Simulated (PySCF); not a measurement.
C3H3Cl3.

```xyz
9

C     -2.0631     0.8813     0.0000
C     -0.5811     0.6829     0.0000
Cl     0.3558     2.1531     0.0000
C      0.0662    -0.5129     0.0000
Cl    -0.8008    -2.0215     0.0000
Cl     1.7865    -0.6696     0.0000
H     -2.5929    -0.0879     0.0000
H     -2.3727     1.4628     0.8931
H     -2.3727     1.4628    -0.8931
```
Charge 0, spin multiplicity 1.

The structure is a stationary point at PBE-D3(BJ)/def2-SVP.

Computed with KT2/pcSseg-1 (PySCF). Non-relativistic, no solvent.

Q: Give the absolute GIAO shielding of each atom: isotropic value and principal components (ppm). (Estimate from the structure and the level; the computed values follow.)

A: 
| atom | σ(iso) | σ11 | σ22 | σ33 | span |
|---|---|---|---|---|---|
| C1 | 156.0 | 142.1 | 144.2 | 181.6 | 39.4 |
| C2 | 48.0 | -27.9 | 75.7 | 96.2 | 124.1 |
| Cl3 | 645.5 | 446.4 | 594.1 | 896.0 | 449.6 |
| C4 | 52.8 | -7.6 | 59.3 | 106.7 | 114.3 |
| Cl5 | 602.4 | 426.0 | 463.8 | 917.4 | 491.4 |
| Cl6 | 593.4 | 418.4 | 462.8 | 898.9 | 480.5 |
| H7 | 28.3 | 22.4 | 30.0 | 32.3 | 9.9 |
| H8 | 28.9 | 24.8 | 26.8 | 35.0 | 10.2 |
| H9 | 28.9 | 24.8 | 26.8 | 35.0 | 10.2 |
